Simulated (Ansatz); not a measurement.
A made-up structure of CH5InO, closed shell:

```json
{"atom": "C1", "x (Å)": "-0.4787", "y (Å)": "0.4849", "z (Å)": "-0.9210"}
{"atom": "In2", "x (Å)": "0.7178", "y (Å)": "-0.2368", "z (Å)": "0.1948"}
{"atom": "O3", "x (Å)": "-0.5274", "y (Å)": "-0.5912", "z (Å)": "1.6881"}
{"atom": "H4", "x (Å)": "-1.3684", "y (Å)": "-0.2603", "z (Å)": "-1.0905"}
{"atom": "H5", "x (Å)": "0.1486", "y (Å)": "0.6240", "z (Å)": "-1.7717"}
{"atom": "H6", "x (Å)": "-0.8936", "y (Å)": "1.4711", "z (Å)": "-0.4467"}
{"atom": "H7", "x (Å)": "2.4454", "y (Å)": "-0.5753", "z (Å)": "0.1195"}
{"atom": "H8", "x (Å)": "-0.0437", "y (Å)": "-0.9164", "z (Å)": "2.2276"}
```

It is relaxed with PBE-D4/def2-SVP and then PBE0-D4/def2-TZVP (Ansatz 0.2.0). Atoms count as bonded within 1.22 times the sum of their covalent radii (H–H: 0.88 Å). The end point is not checked to be a true minimum.

Does its bonding change? (A judgement: the text doesn't fix the answer.)

The calculation gives: No: no bond forms or breaks.

Where it ends: The first stage lowers the energy by 3.45 eV in 7 steps. It ends as CH₅InO ([CH3][InH][OH]):
```xyz
8
angstrom
C -0.5691 0.6150 -1.1345
In 0.7214 -0.1666 0.3729
O -0.3554 -1.0647 1.7979
H -1.5939 0.3234 -0.9065
H -0.2918 0.2313 -2.1172
H -0.5025 1.7036 -1.1626
H 2.4182 -0.2074 0.6422
H 0.1730 -1.4345 2.5077
```

Labels in which every atom is bracketed show which atoms are joined, not bond orders.

For scale, one of the runs: PBE0-D4/def2-TZVP relaxation, 142 basis functions, launched by `ansatz run in.yaml --threads 2 --pin off --events-out ev --progress --plain --max-ram 4352MiB`. The run took about 91 s on 2 CPU threads of an Arm Neoverse V2 (shared host).
